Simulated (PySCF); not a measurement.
Be (beryllium, neutral) across methods

[He] 2s1 2p1, 2s spin antiparallel (an excited configuration). Computed with PySCF 2.14 in x2c-QZVPPall with one added diffuse shell each of s, p type (8s5p2d1f, 40 functions), with scalar relativity by spin-free X2C-1e.

```json
{"method": "r2SCAN", "E (hartree)": "-14.5370", "mean ε 1s α (eV)": "-109.86", "mean ε 2s β (eV)": "-6.517", "mean ε 2p α (eV)": "-2.919", "Σ⟨r²⟩ (bohr²)": "20.45", "⟨S²⟩": "1.000"}
{"method": "MN15", "E (hartree)": "-14.5506", "mean ε 1s α (eV)": "-113.26", "mean ε 2s β (eV)": "-7.251", "mean ε 2p α (eV)": "-3.650", "Σ⟨r²⟩ (bohr²)": "21.63", "⟨S²⟩": "1.000"}
{"method": "LDA", "E (hartree)": "-14.3286", "mean ε 1s α (eV)": "-106.07", "mean ε 2s β (eV)": "-6.184", "mean ε 2p α (eV)": "-2.685", "Σ⟨r²⟩ (bohr²)": "20.65", "⟨S²⟩": "1.000"}
{"method": "BP86", "E (hartree)": "-14.5459", "mean ε 1s α (eV)": "-107.62", "mean ε 2s β (eV)": "-6.349", "mean ε 2p α (eV)": "-2.890", "Σ⟨r²⟩ (bohr²)": "20.28", "⟨S²⟩": "1.000"}
{"method": "wB97X", "E (hartree)": "-14.5285", "mean ε 1s α (eV)": "-114.99", "mean ε 2s β (eV)": "-9.064", "mean ε 2p α (eV)": "-5.112", "Σ⟨r²⟩ (bohr²)": "20.15", "⟨S²⟩": "1.000"}
{"method": "UHF", "E (hartree)": "-14.44772", "mean ε 1s α (eV)": "-129.92", "mean ε 2s β (eV)": "-9.538", "mean ε 2p α (eV)": "-4.776", "Σ⟨r²⟩ (bohr²)": "22.18", "⟨S²⟩": "1.000"}
{"method": "PBE", "E (hartree)": "-14.5145", "mean ε 1s α (eV)": "-107.38", "mean ε 2s β (eV)": "-6.271", "mean ε 2p α (eV)": "-2.771", "Σ⟨r²⟩ (bohr²)": "20.43", "⟨S²⟩": "1.000"}
{"method": "PBE0", "E (hartree)": "-14.5166", "mean ε 1s α (eV)": "-113.14", "mean ε 2s β (eV)": "-7.210", "mean ε 2p α (eV)": "-3.427", "Σ⟨r²⟩ (bohr²)": "20.46", "⟨S²⟩": "1.000"}
```

Task: Estimate the same row for M06-2X.

Result: E (hartree) = -14.5372; mean ε 1s α (eV) = -118.40; mean ε 2s β (eV) = -7.953; mean ε 2p α (eV) = -3.800; Σ⟨r²⟩ (bohr²) = 20.62; ⟨S²⟩ = 1.000.

With the s spin flipped the determinant is a mixture of two multiplicities, not a spectroscopic state.
